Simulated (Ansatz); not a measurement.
`C[S][SbH][CH3]` + `[CH3][Sn][CH3]` → `C[S][SbH2]` + `C[CH2][Sn][CH3]`  (redistribution)

Computed with Ansatz on PBE0-D4/def2-TZVP structures; ΔE is electronic, products minus reactants. CCSD(T)/CBS is the MP2 limit (def2-TZVPP, def2-QZVPP) plus CCSD(T) − MP2 in def2-TZVPP, frozen cores. DFT in def2-TZVPP. def2 core potentials past Kr. For Sb, Sn outer-core shells are correlated without core-valence functions, which leaves a few kJ/mol of doubt a bond. One conformer a species, not always the lowest.

```json
{"species": "`C[S][SbH][CH3]`", "B2PLYP energy (Eh)": "-718.50864"}
{"species": "`[CH3][Sn][CH3]`", "B2PLYP energy (Eh)": "-293.84604"}
{"species": "`C[S][SbH2]`", "B2PLYP energy (Eh)": "-679.20953"}
{"species": "`C[CH2][Sn][CH3]`", "B2PLYP energy (Eh)": "-333.12934"}
```

Problem. Work out ΔE.

Solution. ΔE = (-679.20953) + (-333.12934) − (-718.50864) − (-293.84604) = 0.01581 Eh = +41.5 kJ/mol. CCSD(T)/CBS gives +43.4 kJ/mol.

Largest T1 diagnostic among the species: 0.013.
